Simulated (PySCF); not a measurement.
FH8NOSi3, SMILES F[SiH](N[SiH3])O[SiH3].

Geometry: B3LYP-D3(BJ)/def2-SVP. One conformer was computed; it need not be the lowest.

Calculation: PBE/def2-TZVP run with PySCF.

Gas-phase values at a fixed geometry.

Computed frontier levels, gap, dipole moment and polarisability:
The highest occupied level comes out as -6.57 eV. The lowest empty level comes out as -0.95 eV and the orbital gap is 5.63 eV. The dipole moment comes out as 2.05 D and the quadrupole, principal values (traceless, Buckingham form, about the centre of nuclear charge) comes out as -2.07, -1.45, 3.51 D·Å. The mean static polarisability comes out as 86.7 bohr³ (12.85 Å³) and the polarisability, principal values is 76.5, 84.8, 98.9 bohr³.
